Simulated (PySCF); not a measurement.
## Assigning NMR signals

Geometry (Å), atoms numbered from 1 in this order:
```xyz
25

Si    0.063    0.596   -0.107
C    -0.069    0.637    1.766
C    -0.803    1.520    2.455
H     0.453   -0.142    2.339
H    -1.362    2.321    1.957
H    -0.891    1.486    3.547
C     1.873    0.466   -0.571
C     2.885    0.576    0.298
H     2.115    0.323   -1.634
H     2.711    0.731    1.369
H     3.934    0.525   -0.015
C    -0.713    2.150   -0.807
C    -1.468    2.153   -1.912
H    -0.519    3.110   -0.311
H    -1.678    1.223   -2.454
H    -1.900    3.071   -2.327
N    -0.746   -0.750   -0.856
C    -0.214   -2.093   -0.948
C    -0.515   -2.981    0.252
H    -1.762   -0.730   -0.820
H    -0.593   -2.579   -1.866
H     0.878   -2.019   -1.081
H    -0.078   -2.563    1.172
H    -0.111   -3.996    0.111
H    -1.601   -3.071    0.414
```

No solvent, non-relativistic, single conformer, equivalent nuclei averaged. PBE0-D3(BJ)/def2-SVP structure; shieldings: GIAO B3LYP/pcSseg-1; PySCF.

Chemical shifts δ = σref − σ; 13C (σref 179.24) and 1H (σref 31.38) vs TMS, all at this level.

Problem. Assign these signals to the numbered atoms. 13C{1H} NMR (computed): δ 146.2 (CH), 143.4 (CH2), 41.8 (CH2), 25.3 (CH3).

Solution. 
| δ (ppm) | atoms | environment | reason |
| --- | --- | --- | --- |
| 146.2 | C2/C7/C12 | carbon bonded to C, Si, H | – |
| 143.4 | C3/C8/C13 | carbon bonded to C, 2 H | – |
| 41.8 | C18 | carbon bonded to C, N, 2 H | – |
| 25.3 | C19 | carbon bonded to C, 3 H | – |

Problem. Assign these signals to the numbered atoms. 1H NMR (400 MHz, computed): δ 6.30 (m, 3H), 6.18 (m, 6H), 2.84 (q, 2H), 1.02 (t, 3H), -0.16 (br s, 1H).

Solution. 
6.30 → H4/H9/H14, hydrogen on a carbon bonded to C, Si
6.18 → H5/H6/H10/H11/H15/H16, hydrogen on a carbon bonded to C
2.84 → H21/H22, hydrogen on a carbon bonded to C, N
1.02 → H23/H24/H25, hydrogen on a carbon bonded to C
-0.16 → H20, hydrogen on a nitrogen bonded to C, Si

OH and NH positions are those of a molecule without intermolecular hydrogen bonds; in solution they move with solvent, concentration and temperature, and exchange usually removes their couplings. Shifts are as computed. Against solution values, carbons near 30 ppm lie about +2 ppm off and those near 130 ppm about +6 ppm. Of 1309 compounds with measured shifts, 239 miss one by over three times the rms of a fit or turn the order of signals round; such compounds aren't used in these exercises. No couplings were computed; multiplicities are counted from neighbouring protons, with m where these are inequivalent, close in shift, in a saturated or five-membered ring or joined by F or P, and br s for small geminal =CH2 splittings.
